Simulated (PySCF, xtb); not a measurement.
Al(H)3 cation (AlH3), SMILES [AlH3] (connectivity only; charge and spin as stated), charge +1, multiplicity 2.

Harmonic wavenumbers (cm⁻¹) from GFN2-xTB (xtb) at its own minimum, in rising order: 546, 546, 693, 1385, 1385, 1503.

Problem. What does PBE0-D3(BJ)/def2-TZVPD (PySCF) give at its own minimum? (An estimate is asked for; the answer gives what the named calculation found.)

Solution. 379, 498, 690, 1271, 1627, 2080. Paired by order, the mean absolute difference is 192 cm⁻¹ and the zero-point energies are 8.7 and 9.4 kcal/mol.
